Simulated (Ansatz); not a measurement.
Geometry optimisation, Ansatz 0.2.0, RKS PBE/def2-SVP.

input.yaml

```yaml
crystal:
  periodic: [false, false, false]
  atoms:
    - { symbol: C, position_ang: [-1.1865, 0.7489, -0.0705] }
    - { symbol: O, position_ang: [-0.6999, 0.6436, 1.2237] }
    - { symbol: Si, position_ang: [0.47, -0.5802, 1.124] }
    - { symbol: Ge, position_ang: [1.0173, -0.234, -1.0229] }
    - { symbol: O, position_ang: [-0.2507, 1.0818, -1.0828] }
    - { symbol: H, position_ang: [-1.8361, -0.0847, -0.3752] }
    - { symbol: H, position_ang: [-1.9242, 1.643, -0.0535] }
    - { symbol: H, position_ang: [-0.0458, -1.8918, 1.3678] }
    - { symbol: H, position_ang: [1.658, -0.2372, 2.0337] }
    - { symbol: H, position_ang: [2.3827, 0.2841, -1.2367] }
    - { symbol: H, position_ang: [0.4804, -1.4306, -1.887] }
basis:
  gaussian: { orbitals: def2-SVP }
hamiltonian:
  xc: pbe
relax:
  f_tol: 0.02
  max_steps: 50
```

Run as:

```bash
$ ansatz run input.yaml --threads 2 --pin off --max-ram 3072MiB --backend cpu --events-out ev --progress --plain --runs-dir out
```

Q: Where does it end, and by what steps?

A: It converged. After 6 steps the energy has fallen by 0.716 eV; H10 moved furthest, 0.32 Å.

| step | energy less start (eV) | largest force component (eV/Å) | accepted |
| --- | --- | --- | --- |
| 0 | 0.0000 | 3.478 | yes |
| 1 | -0.5929 | 0.833 | yes |
| 2 | -0.6793 | 0.391 | yes |
| 3 | -0.7059 | 0.239 | yes |
| 4 | -0.7142 | 0.082 | yes |
| 5 | -0.7155 | 0.029 | yes |
| 6 | -0.7157 | 0.016 | yes |

```xyz
11
Properties=species:S:1:pos:R:3
C -1.267 0.835 -0.113
O -0.748 0.469 1.169
Si 0.524 -0.650 1.250
Ge 1.040 -0.321 -1.063
O -0.288 0.955 -1.107
H -2.052 0.088 -0.404
H -1.749 1.830 0.011
H 0.057 -2.038 1.603
H 1.530 -0.187 2.261
H 2.318 0.424 -1.519
H 0.701 -1.461 -2.068
```

Whether the end is a true minimum wasn't checked by a vibrational analysis.

Time of the run: 7.8 s on 2 threads of AMD EPYC 9R45 96-Core Processor (Zen 5), on a shared host, peak memory 0.19 GiB.
